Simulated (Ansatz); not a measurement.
SiPt2. The state is a triplet with charge 0. Geometry PBE0-D4/def2-TZVP; atoms count from 1.

Cartesian coordinates in Å:
```
Pt -1.435 -0.223 -0.437
Pt 0.809 0.036 1.282
Si 0.626 0.187 -0.845
```

In the def2 sets Pt takes a core potential; there is no spin–orbit coupling. At PBE0-D4/def2-TZVP a singlet of charge 0 lies 1.12 eV below the triplet, each at its own geometry. The structure comes from a short search, and lower isomers may exist.

(1) Estimate the Mulliken populations from the PBE0/def2-TZVP orbitals of Ansatz.

(2) Where does the spin sit?

(3) And the Mayer bond orders between heavy atoms (over 0.3)?

Answers

(1) 
```tsv
atom	charge (e)	spin (α − β)	d electrons
Pt1	0.00	0.79	9.01
Pt2	0.00	0.79	9.01
Si3	-0.01	0.42	–
```
Mulliken values depend strongly on the basis.

(2) Summed by element: Pt 1.58, Si 0.42, of 2 unpaired in all. Largest on single atoms: Pt1 0.79, Pt2 0.79, Si3 0.42.

(3) Pt1–Pt2 0.56 (2.84 Å); Pt1–Si3 1.66 (2.14 Å); Pt2–Si3 1.66 (2.14 Å).
